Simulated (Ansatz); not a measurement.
Consider the cleavage of the Si–Ge bond: `F[SiH](Cl)[GeH2][Cl]` + NH₃ → `N[SiH](F)Cl` + `[Cl][GeH3]`.

Gas-phase electronic energies from Ansatz, PBE0-D4/def2-TZVP geometries. CCSD(T)/CBS is the MP2 limit (def2-TZVPP, def2-QZVPP) plus CCSD(T) − MP2 in def2-TZVPP, frozen cores. This one scheme is used for every species. DFT in def2-TZVPP. For Ge outer-core shells are correlated without core-valence functions, which leaves a few kJ/mol of doubt a bond. Scalar relativity is left out up to krypton. Each species was taken in one conformer, which may not be the lowest.

`F[SiH](Cl)[GeH2][Cl]`:

Cartesian coordinates in Å:
```
F 1.120 0.790 1.805
Si 0.538 -0.443 0.983
Cl 2.091 -1.510 0.210
Ge -0.798 0.387 -0.813
Cl 0.546 1.447 -2.125
H -0.195 -1.312 1.933
H -1.871 1.388 -0.360
H -1.431 -0.747 -1.633
```

NH₃:

Z-matrix (Å, degrees):
```
N
H 1 1.013
H 1 1.013 2 107.1
H 1 1.013 2 107.1 3 -114.5
```

`N[SiH](F)Cl`:

Z-matrix (Å, degrees):
```
Si
F 1 1.593
Cl 1 2.039 2 105.8
N 1 1.685 2 114.5 3 -118.7
H 1 1.471 2 106.2 3 118.7
H 4 1.006 1 122.2 2 81.4
H 4 1.006 1 121.7 2 -76.3
```

`[Cl][GeH3]`:

Cartesian coordinates in Å:
```
Cl 1.026 1.645 0.468
Ge -0.083 -0.132 -0.038
H -0.772 0.133 -1.380
H -1.098 -0.365 1.085
H 0.927 -1.280 -0.135
```

```tsv
level	ΔE (kJ/mol)
B97M-V	-72.8
r2SCANh-D4	-70.3
ωB97X-V	-72.3
PBE0	-65.1
r2SCAN0	-74.3
HF/def2-SVP	-93.3
MP2/def2-SVP	-82.1
CCSD(T)/def2-SVP	-76.4
```

Task: What does CCSD(T)/CBS give? (An estimate is asked.)

Result: The calculation gave: -69.9 kJ/mol. The listed levels differ from it by -2.9, -0.4, -2.4, 4.8, -4.4, -23.4, -12.2, -6.5 kJ/mol.

Task: What do rigid-rotor, harmonic-oscillator terms from PBE0-D4/def2-TZVP frequencies (298.15 K, 1 bar) make of the CCSD(T)/CBS value? (Best estimate.)

Result: Computed: ΔZPE = -4.1 kJ/mol, ΔH = -77.8 kJ/mol, ΔS = -3 J/(mol·K), ΔG = -76.8 kJ/mol. Modes under 50 cm⁻¹ make the entropy rough.

Largest T1 diagnostic among the species: 0.011.

From BLYP to BHLYP (50 % exact exchange), in def2-TZVPP and without D4, ΔE moves by −16.7 kJ/mol. The D4 term adds +6.1 kJ/mol with B3LYP and +3.8 kJ/mol with PBE0; it sums over pairs of atoms, weighted by their polarisabilities, and B3LYP, whose exchange is more repulsive, gets the larger term. Leaving LDA and LC-ωPBE aside and taking each functional with its dispersion term where it has one, the values, not all of them listed here, spread over 23.3 kJ/mol, from CAM-B3LYP-D4 to PBE-D4. LDA lies −10.3 kJ/mol from PBE without D4.

B3LYP here is the variant with VWN-RPA as its local correlation; programs differ in this.
